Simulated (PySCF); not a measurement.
System (SMILES): F[C]F (closed-shell singlet).
Geometry (B3LYP-D3(BJ)/def2-TZVP, fixed):
```xyz
3

F     -1.0201    -0.2528     0.0305
C     -0.0313     0.5961     0.0011
F      1.0410    -0.1446    -0.0312
```

Basis-set convergence of the isotropic shielding of F1 at PBE with PySCF. GIAO, no density fitting; atoms are numbered in the order shown. All functions are spherical. No added dispersion term, no relativity. Reference: the value in pcseg-3, -98.40 ppm, itself unsure by roughly 0.95 ppm (its distance from pcSseg-2).

```tsv
basis	functions	isotropic shielding of F1 (ppm)
pcSseg-0	27	-157.90
6-31G**	42	-64.48
6-311G**	54	___
6-311+G**	66	-90.56
def2-SVPD	66	___
aug-cc-pVDZ	69	-58.04
aug-pcseg-1	69	-68.81
6-311++G(2d,2p)	81	___
cc-pVTZ	90	-87.33
def2-TZVPP	93	___
6-311++G(3df,3pd)	117	-82.25
aug-cc-pVTZ	138	-79.82
pcseg-3	180	-98.40
```

Q: Fill in the missing entries.

A: 
- 6-311G**, isotropic shielding of F1 (ppm): -99.41
- def2-SVPD, isotropic shielding of F1 (ppm): -54.97
- 6-311++G(2d,2p), isotropic shielding of F1 (ppm): -86.44
- def2-TZVPP, isotropic shielding of F1 (ppm): -90.51
